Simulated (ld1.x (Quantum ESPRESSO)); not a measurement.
**Configuration tests for I (Z = 53) (TM)**

- Element: I
- Generator: ld1.x (Quantum ESPRESSO) 7.5
- Type: norm-conserving Troullier–Martins (Kleinman–Bylander form)
- Functional: PBE
- Relativity: scalar-relativistic
- Frozen core: [Kr] 4d10
- Valence charge: 7
- Reference configuration: 5s2 5p5
- Partial waves: 5p (bound): rc 1.95 bohr; 5s (bound): rc 1.80 bohr
- Local potential: the s channel
- Core correction: Bessel-smoothed model core inside 1.75 bohr

Energies are relative to the spin-unpolarised reference configuration 5s2 5p5; without spin polarisation the order of configurations can differ from experiment.

(1) Give the all-electron excitation energy and the error of the potential for: 5s2 5p4; 5s2 5p3; 5s2 5p2; 5s2 5p4.5; 5s2 5p1; 5s1 5p5; 5s1 5p6.

## Answers

(1)

```csv
valence configuration,charge,ΔE all-electron (eV),error AE − PS (meV)
5s2 5p4,+1,11.131,-3.4
5s2 5p3,+2,30.977,-14
5s2 5p2,+3,60.305,-48
5s2 5p4.5,+0.5,4.532,-1.3
5s2 5p1,+4,99.731,-130
5s1 5p5,+1,22.111,-15
5s1 5p6,0,10.414,-9.4
```
